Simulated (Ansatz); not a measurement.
`N[CH2][ZnH]` + HCl → `Cl[CH2][ZnH]` + NH₃ at 700 K and 1 bar (substitution at a C–N bond).

Isolated molecules relaxed with PBE0-D4/def2-TZVP in Ansatz; ΔE leaves out vibrations. CCSD(T)/CBS adds triple-zeta CCSD(T) − MP2 to the extrapolated MP2 energy (def2 sets, frozen cores). This one scheme is used for every species. For Zn outer-core shells are correlated without core-valence functions, which leaves a few kJ/mol of doubt a bond. Scalar relativity is left out up to krypton. Each species was taken in one conformer, which may not be the lowest.

| species | CCSD(T)/CBS energy (Eh) | H − E (kJ/mol) | S (J/(mol·K)) |
| --- | --- | --- | --- |
| `N[CH2][ZnH]` | -1874.10358 | 212.4 | 378.3 |
| HCl | -460.38127 | 38.4 | 211.8 |
| `Cl[CH2][ZnH]` | -2277.98947 | 136.8 | 370.8 |
| NH₃ | -56.50880 | 116.9 | 226.5 |

H − E and S are ideal-gas, rigid-rotor, harmonic terms from PBE0-D4/def2-TZVP, for one conformer and one mirror image of each species. 1 Eh = 2625.50 kJ/mol, R = 8.31446 J/(mol·K).

Q: By hand: ΔE, ΔH, ΔS and ΔG.

A: ΔE = (-2277.98947) + (-56.50880) − (-1874.10358) − (-460.38127) = -0.01342 Eh = -35.2 kJ/mol. Δ(H − E) = 136.8 + 116.9 − 212.4 − 38.4 = 2.9, so ΔH = -32.3 kJ/mol. ΔS = 370.8 + 226.5 − 378.3 − 211.8 = 7.2 J/(mol·K). ΔG = -32.3 − 700 × (7.2)/1000 = -37.3 kJ/mol.

Q: By hand: the equilibrium constant, and the temperature at which ΔG would vanish if ΔH and ΔS stayed fixed.

A: log₁₀ K = −ΔG/(RT ln 10) = 2.8. ΔH and −TΔS have one sign here, so there is no such temperature.

The number of gas molecules stays the same, so ΔS is small and ΔH decides. A doubt of 5 kJ/mol in ΔE shifts log₁₀ K by 0.4 here. Other conformers and mirror images would add mixing entropy, several J/(mol·K) or more a flexible species. These are equilibria of isolated gas molecules and say nothing of rates. Largest T1 diagnostic: 0.014 (customary marks: 0.02 for closed shells, 0.045 for open ones).

ΔS is within the doubt of such terms, so its sign, and with it that verdict, could turn.
